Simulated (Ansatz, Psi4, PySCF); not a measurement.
C3H10N (SMILES CC[NH2+]C), charge +1, singlet, at a GFN2-xTB geometry. Base run: HF/STO-3G run with PySCF.

Geometry (Å):
```xyz
14

C      1.2130    -0.4351     1.0575
C      0.4934     0.7301     0.4056
N     -0.2291     0.3057    -0.8336
C     -1.4268    -0.5237    -0.5858
H      1.9014    -0.9115     0.3632
H      1.7959    -0.0646     1.8958
H      0.5235    -1.1787     1.4453
H      1.2150     1.4999     0.1260
H     -0.2343     1.1678     1.0907
H      0.4285    -0.2244    -1.4206
H     -0.5122     1.1413    -1.3589
H     -2.1280     0.0194     0.0448
H     -1.9165    -0.7683    -1.5261
H     -1.1469    -1.4488    -0.0882
```
Charge +1, spin multiplicity 1.
All else is at PySCF's defaults.

The same geometry, method and basis name were run in Ansatz (an electronic-structure program) and Psi4 and PySCF, at each program's defaults and at the settings that a row names. The base is PySCF at its defaults. Differences at the defaults can come from grids, fitting, cores and function types together.

```json
[
 {"code and settings": "PySCF, defaults (exact integrals, spherical functions)", "ΔE vs base (mEh)": "0.000", "basis functions": "30", "E (Eh)": "-171.63185", "SCF cycles": "8"},
 {"code and settings": "Psi4, defaults (density fitting with its default set, spherical functions)", "ΔE vs base (mEh)": "-0.504", "basis functions": "30", "E (Eh)": "-171.63236", "SCF cycles": "7"},
 {"code and settings": "Ansatz, defaults (factorised integrals, spherical functions)", "ΔE vs base (mEh)": "0.021", "basis functions": "30", "E (Eh)": "-171.63183", "SCF cycles": "-"},
 {"code and settings": "PySCF, density fitting with def2-universal-jkfit", "ΔE vs base (mEh)": "-0.504", "basis functions": "30", "E (Eh)": "-171.63236", "SCF cycles": "8"},
 {"code and settings": "Psi4, exact integrals, spherical functions", "ΔE vs base (mEh)": "0.000", "basis functions": "30", "E (Eh)": "-171.63185", "SCF cycles": "10"},
 {"code and settings": "Ansatz, high accuracy", "ΔE vs base (mEh)": "0.000", "basis functions": "30", "E (Eh)": "-171.63185", "SCF cycles": "-"}
]
```
